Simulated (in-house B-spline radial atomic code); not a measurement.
**How G0W0 and RPA depend on the start: Ar3+**

Configuration [Ne] 3s2 3p3, highest spin. Computed with an all-electron radial atomic-structure program (B-spline basis): all electrons, non-relativistic, point nucleus, each spin shell either full or empty, empty states to l = 9 with an (l + 1/2)⁻⁴ tail; G0W0 by contour deformation at full frequency.

```csv
start,mean-field 3p up (eV),G0W0 (eV),QP weight,RPA correlation (Eh)
Hartree-Fock,-59.22,?,?,?
LDA VWN5,-51.52,-59.12,0.927,-0.9203
PBE,-51.61,-59.10,0.928,-0.91849
PBE0,-53.74,-59.28,0.943,-0.88546
r2SCAN,-52.39,-59.24,0.936,-0.89999
HSE06,-53.30,-59.25,0.941,-0.88983
B3LYP (VWN-RPA),-53.16,-59.23,0.940,-0.89239
SCAN,-52.40,-59.23,0.936,-0.89954
TPSS,-51.88,-59.14,0.931,-0.91129
BHandHLYP,-55.53,-59.39,0.953,-0.85726
CAM-B3LYP,-55.07,-59.35,0.950,-0.87361
LC-wPBE,-56.77,-59.43,0.956,-0.86723
wB97X,-56.19,-59.39,0.955,-0.86405
PBEsol,-51.51,-59.12,0.928,-0.91894
BLYP,-51.29,-59.05,0.927,-0.9192
r2SCAN0,-54.27,-59.37,0.947,-0.87381
LDA exchange-only,-50.36,?,?,?
```

What G0W0 level, weight and RPA correlation energy follow from the Hartree-Fock start?

G0W0 level -59.63 eV, weight 0.966, RPA correlation -0.80822 hartree.

What G0W0 level, weight and RPA correlation energy follow from the LDA exchange-only start?

G0W0 level -59.14 eV, weight 0.924, RPA correlation -0.91953 hartree.

How much of the dependence on the start does G0W0 remove?

The mean-field levels span 8.86 eV and the G0W0 levels 0.581 eV. Against 59.58 ± 0.18 eV (NIST, semi-empirical) the G0W0 removal energies are off by -0.53 to +0.05 eV, with relativity, Breit and QED terms left out.
